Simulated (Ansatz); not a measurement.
Geometry optimisation, RKS PBE0-D4/def2-SVP (Ansatz).

Input file:

```yaml
crystal:
  periodic: [false, false, false]
  atoms:
    - { symbol: In, position_ang: [0.0, 0.0, 0.0] }
    - { symbol: Cl, position_ang: [0.0, 0.0, 2.79] }
    - { symbol: Cl, position_ang: [2.113, 0.0, -1.22] }
    - { symbol: Cl, position_ang: [-2.113, 0.0, -1.22] }
    - { symbol: S, position_ang: [0.1158, -2.6261, 0.8734] }
    - { symbol: H, position_ang: [-0.6417, -3.4365, 0.0194] }
    - { symbol: H, position_ang: [0.0687, -1.5581, 2.2098] }
basis:
  gaussian: { orbitals: def2-SVP }
hamiltonian:
  xc: pbe0
  dispersion: d4
relax:
  f_tol: 0.15
  max_steps: 25
  restrain:
    - { distance: [0, 4], at: 3.67, k: 30.0 }
    - { distance: [6, 1], at: 2.57, k: 30.0 }
    - { distance: [0, 1], at: 2.44, k: 30.0 }
    - { distance: [6, 4], at: 1.4, k: 30.0 }
output:
  orbitals: {}
```

Launched with:

```bash
$ ansatz run input.yaml --threads 4 --pin off --max-ram 5120MiB --backend cpu --events-out ev --progress --plain --runs-dir out
```

**Question.** Where does it end, and by what steps?

**Answer.** The forces met the threshold. The restraints hold the end off the free minimum; the threshold counts their pulls, which the force column leaves out. Restrained pairs: In1–S5 (2.77 → 3.65 Å), Cl2–H7 (1.66 → 2.57 Å), In1–Cl2 (2.79 → 2.41 Å), S5–H7 (1.71 → 1.38 Å). After 10 steps the energy has fallen by 1.701 eV (the restraints' own energy left out); H6 moved furthest, 0.89 Å.

| step | energy less start (eV) | largest force component (eV/Å) | accepted |
| --- | --- | --- | --- |
| 0 | 0.0000 | 2.040 | yes |
| 1 | 0.3461 | 2.222 | yes |
| 2 | -0.0484 | 2.346 | yes |
| 3 | -0.9581 | 1.481 | yes |
| 4 | -1.4799 | 1.686 | yes |
| 5 | -1.6001 | 0.905 | yes |
| 6 | -1.6528 | 0.930 | yes |
| 7 | -1.6869 | 0.900 | yes |
| 8 | -1.7009 | 0.941 | yes |
| 9 | -1.6769 | 0.996 | no |
| 10 | -1.7015 | 0.932 | yes |

```xyz
7
Properties=species:S:1:pos:R:3
In 0.107 0.246 -0.116
Cl 0.000 0.241 2.295
Cl 2.126 0.745 -1.141
Cl -1.888 0.048 -1.286
S 0.233 -3.244 0.963
H -1.105 -3.346 0.771
H 0.070 -2.310 1.967
```

The run took 24 s on 4 threads of Arm Neoverse V1, with other jobs on the host, peak memory 0.3 GiB.
